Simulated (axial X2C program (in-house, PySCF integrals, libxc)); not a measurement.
PbB⁺ along the bond: BHandHLYP, two-component

Calculated with an in-house relativistic program for diatomic molecules. Two-component (2c) means X2C with spin–orbit coupling and atomic mean-field two-electron Coulomb and Gaunt terms. Basis: Pb dyall-cv3z [12s14p10d7f1g], B dyall-v3z [7s6p2d1f] (cores contracted in-house); Gaussian nuclei, density fitting, unrestricted open shells. Masses: Pb 207.977 u, B 11.009 u.

State: Ω = 0 (closed shell). Dipoles are positive if B is the positive end and refer to the centre of mass.

```csv
R (Å),μ (D),HOMO (eV),LUMO (eV)
2.225,2.010,-13.03,-8.46
2.327,2.178,-12.80,-8.33
2.404,2.328,-12.65,-8.26
2.480,2.500,-12.51,-8.19
2.557,2.692,-12.38,-8.12
2.647,2.939,-12.24,-8.05
2.736,3.207,-12.10,-7.97
2.851,3.577,-11.94,-7.89
2.992,4.060,-11.76,-7.81
3.196,4.806,-11.51,-7.73
```

Question: The minimum lies at 2.568 Å. What is the dipole moment there?

Answer: At BHandHLYP, 2c, with the sign and origin stated: μ = 2.72 D.

The state is one determinant whose occupation by symmetry is held fixed; it was picked as the lowest of a PBE0 search that is not exhaustive. Closed shells are restricted here (equal orbitals for both partners); the stretched side of such a curve lies too high. The 2c shell is closed although the spin-free state is open, so other pairings can mix in. The lowest spin-free determinant has another configuration (M_S = 1, Λ = 1), so the order of states is uncertain and this need not be the ground state.
